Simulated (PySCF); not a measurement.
Successive ionisation energies of one element at GMP2 (screened spin-orbit), starting from the ion with 15 electrons. Calculated with PySCF 2.14, two-component X2C-1e (Gaussian nucleus, no Breit or QED terms), each ion in its own even-tempered basis; GMP2 freezes the deep shells of the larger ions and drops the highest virtual spinors; eV.

3974.5, 4231.3, 4341.7, 4554.7, 4658.5, 10504.4, 10774.3, 11068.9, 11345.9, 12281.9, 12598.2, 13013.5

Which element is it?

Samarium (Sm, Z = 62); the list starts at Sm⁴⁷⁺. The hydrogenic estimate 13.606 eV × (q + 1)²/n² with q = 47 and n = 3 gives 3483.1 eV for the first entry, a lower bound because the other electrons screen the nucleus only in part.
